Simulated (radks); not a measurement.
Q: The table gives one normalised radial function P(r) = r R(r) (large component) of Hf3+ in [Xe] 4f13 5d1 6p1 (r in bohr). Calculated with a radial shooting solver on a logarithmic mesh with Libxc functionals: Dirac Kohn-Sham, BLYP, spin-unpolarised, spherical densities, finite nucleus; open shells fill j = l - 1/2 first; Fermi nuclear charge, rms radius 5.347 fm.

| r | P |
|---|---|
| 0.002345 | 0.0047 |
| 0.00273 | 0.0062 |
| 0.003178 | 0.0082 |
| 0.0037 | 0.0108 |
| 0.004307 | 0.0141 |
| 0.005014 | 0.0184 |
| 0.005837 | 0.0240 |
| 0.006795 | 0.0310 |
| 0.007975 | 0.0404 |
| 0.009284 | 0.0516 |
| 0.01081 | 0.0654 |
| 0.01258 | 0.0820 |
| 0.01465 | 0.1017 |
| 0.01705 | 0.1243 |
| 0.01985 | 0.1495 |
| 0.02311 | 0.1762 |
| 0.0269 | 0.2027 |
| 0.03132 | 0.2262 |
| 0.03646 | 0.2429 |
| 0.04245 | 0.2479 |
| 0.04941 | 0.2357 |
| 0.05753 | 0.2009 |
| 0.06697 | 0.1397 |
| 0.07796 | 0.0520 |
| 0.09076 | -0.0568 |
| 0.1057 | -0.1737 |
| 0.123 | -0.2778 |
| 0.1432 | -0.3430 |
| 0.1667 | -0.3431 |
| 0.1941 | -0.2613 |
| 0.2259 | -0.0994 |
| 0.263 | 0.1156 |
| 0.3062 | 0.3324 |
| 0.3565 | 0.4868 |
| 0.415 | 0.5216 |
| 0.4831 | 0.4080 |
| 0.5624 | 0.1587 |
| 0.6547 | -0.1753 |
| 0.7622 | -0.5213 |
| 0.8874 | -0.8063 |
| 1.041 | -0.9828 |
| 1.212 | -1.0117 |
| 1.411 | -0.9194 |
| 1.643 | -0.7456 |
| 1.913 | -0.5406 |
| 2.227 | -0.3489 |
| 2.592 | -0.1984 |
| 3.018 | -0.0979 |
| 3.513 | -0.0411 |
| 4.09 | -0.0143 |
| 4.761 | -0.0040 |
| 5.543 | -0.0009 |
| 6.453 | -0.0001 |
| 7.512 | 0.0000 |
| 8.745 | 0.0000 |
| 10.18 | 0.0000 |

Which n and l does it have? It may be an empty orbital.

A: n = 5, l = 1: the number of nodes gives n - l - 1 = 3, the rise at small r points to l (this Dirac orbital starts outside the nucleus as r^gamma with gamma = sqrt((l + 1)^2 - (Z/c)^2) = 1.93; the j = 3/2 orbital of l + 1 starts with the same power, but with a smaller coefficient, and then steepens), and the extent must fit the shell. The curve is that of 5p3/2; the two j differ most near the nucleus, where j = l - 1/2 has the larger amplitude, and in heavy atoms j = l - 1/2 is also the more compact. 5p3/2: eigenvalue -67.457 eV, 3 radial nodes at r = 0.0841, 0.243, 0.606 bohr, <r> = 1.32 bohr, 90 % of the charge inside 1.91 bohr.
